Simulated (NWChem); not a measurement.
Species: SbBr2 cation; SMILES [Br][Sb+][Br]

Results from NWChem. Structure relaxed at the PBE-D3(BJ)/def2-SVP level. def2 effective core potentials on Sb; no spin-orbit coupling.

Q: Order these by “orbital gap (eV)”, lowest first: TPSS/def2-SVP; B3LYP/def2-SVP; Hartree-Fock/def2-SVP; CAM-B3LYP/def2-SVP; LC-wPBE (HJS exchange hole, range parameter 0.4 per bohr)/def2-SVP.

A: TPSS/def2-SVP (2.15), B3LYP/def2-SVP (3.39), CAM-B3LYP/def2-SVP (5.99), LC-wPBE (HJS exchange hole, range parameter 0.4 per bohr)/def2-SVP (8.28), Hartree-Fock/def2-SVP (9.11)
